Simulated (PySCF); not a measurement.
Cartesian coordinates in Å; atom numbers follow the order of the lines, from 1:
```xyz
11

O    -1.721   -1.203   -1.961
C    -0.933   -0.825   -1.158
C    -0.907    0.484   -0.398
C     0.333    0.397    0.473
C     0.925   -0.961    0.161
O     1.897   -1.470    0.613
O     0.146   -1.588   -0.782
H    -1.849    0.576    0.163
H    -0.893    1.307   -1.127
H     1.092    1.163    0.256
H     0.134    0.447    1.553
```

PySCF calculation with GIAO PBE0/pcSseg-1 shieldings and structure optimised with PBE0-D3(BJ)/def2-SVP; single conformer, one averaged value for each set of equivalent atoms, no relativistic terms, no solvent model.

Referencing at the same level of theory: TMS for 13C (σref 184.41), 1H (σref 31.27); 17O (σref 334.56) vs H2O.

```csv
atoms,nucleus,count,δ (ppm)
O1/O6,17O,2,467.9
O7,17O,1,?
C2/C5,13C,2,173.8
H8/H9/H10/H11,1H,4,?
C3/C4,13C,2,28.9
```

Complete the table.

Answers


- H8/H9/H10/H11: 2.59 ppm, hydrogen on an sp3 CH2 α to a carbonyl; α to C=O
- O7: 358.8 ppm, ester alkoxy oxygen

Shifts are as computed. Against solution values, carbons near 30 ppm lie about +2 ppm off and those near 130 ppm about +5 ppm. Of 1211 compounds with measured shifts, 218 miss one by over three times the rms of a fit or turn the order of signals round; such compounds aren't used in these exercises. Unscaled 17O shifts of doubly bonded oxygen tend to come out too high, by tens of ppm or more. Experimental scales use liquid or dissolved standards, which lie at an offset from isolated H2O (liquid H2O: subtract about 36 ppm).
